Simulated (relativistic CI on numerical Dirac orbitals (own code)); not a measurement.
# V²⁺ in a cubic cluster: 2p photoemission with charge transfer

Computed with a charge-transfer multiplet model of a cubic metal-ligand cluster with up to one ligand hole, Slater and spin-orbit integrals from Dirac-Coulomb-Breit ions, Slater integrals scaled by 0.9. The ground state mixes d3 with configurations of k ligand holes L, whose averages lie at kΔ + k(k − 1)U_dd/2; a core hole lowers each added d electron by U_cd. 20 K, Lorentzian 0.6 eV and Gaussian 0.8 eV FWHM.

Atomic integrals in eV (Slater integrals scaled, ζ unscaled), ground: F2dd 8.026, F4dd 4.988, zeta_d 0.019; with the core hole: F2dd 9.811, F4dd 6.151, zeta_d 0.036, zeta_core 4.610, F2cd 5.486, G1cd 4.039, G3cd 2.292.

Cluster parameters (eV): Δ = 5.6, U_dd = 5.7, U_cd = 6.7, 10Dq(ligand) = 1.3, V(eg) = 1.6, V(t2g) = -0.77, final-state hopping factor = 0.9.

```
          Case   n_d    d3   d4L     S
10Dq = -0.1 eV  3.22  0.78  0.22  1.50
 10Dq = 0.2 eV  3.22  0.78  0.22  1.50
 10Dq = 0.8 eV  3.20  0.80  0.20  1.50
```

Weights, n_d and S are thermal averages at 20 K. Binding energies count from the first peak over 30 % of the highest in each spectrum, which can be another peak from case to case. The parameters are a model scan and need not match a compound or its usual spin state. A negative ionic 10Dq is a model choice; hopping adds the covalent part of the field. Peaks in eV (height, largest 100):
- 10Dq = -0.1 eV: 0.0 (100), 1.3 (94), 4.3 (43), 8.5 (70), 15.5 (12)
- 10Dq = 0.2 eV: 0.0 (100), 1.3 (89), 4.5 (41), 8.4 (70), 15.4 (12)
- 10Dq = 0.8 eV: 0.0 (100), 1.3 (81), 4.6 (37), 8.5 (69), 11.1 (21), 15.4 (12)

Curve for 10Dq = 0.8 eV (points under 2 left out, the grid thinned):

```
E (eV)  Intensity
  -3.6        2.1
  -3.1        2.7
  -2.6        3.6
  -2.1        5.4
  -1.5       10.6
  -1.0       26.1
  -0.5       70.1
   0.0      100.0
   0.5       86.2
   1.0       81.0
   1.5       79.9
   2.0       61.5
   2.6       35.3
   3.1       32.6
   3.6       34.4
   4.1       35.0
   4.6       36.8
   5.1       32.9
   5.6       27.4
   6.2       26.9
   6.7       30.5
   7.2       37.6
   7.7       50.2
   8.2       65.9
   8.7       67.7
   9.2       54.9
   9.8       35.1
  10.3       24.0
  10.8       21.3
  11.3       21.1
  11.8       18.5
  12.3       15.9
  12.8       13.5
  13.4       10.2
  13.9        8.3
  14.4        8.2
  14.9       10.4
  15.4       12.3
  15.9       10.4
  16.4        7.0
  16.9        5.1
  17.5        4.0
  18.0        3.2
  18.5        2.6
  19.0        2.0
```

For the case 10Dq = 0.8 eV, Δ = 5.6 eV is smaller than U_dd = 5.7 eV, the charge-transfer side of the Zaanen-Sawatzky-Allen scheme. With the core hole the average of the configuration with one ligand hole lies at Δ − U_cd = -1.1 eV before mixing: the effective hopping of about 3.1 eV (from the holes of the mixed ground state) is comparable with this gap or larger, so the configurations mix strongly.

With at most 1 ligand hole the space is cut while the next configuration still counts, so covalency is underestimated, and a final configuration with one more ligand hole, which can lie low, is missing from the spectra.
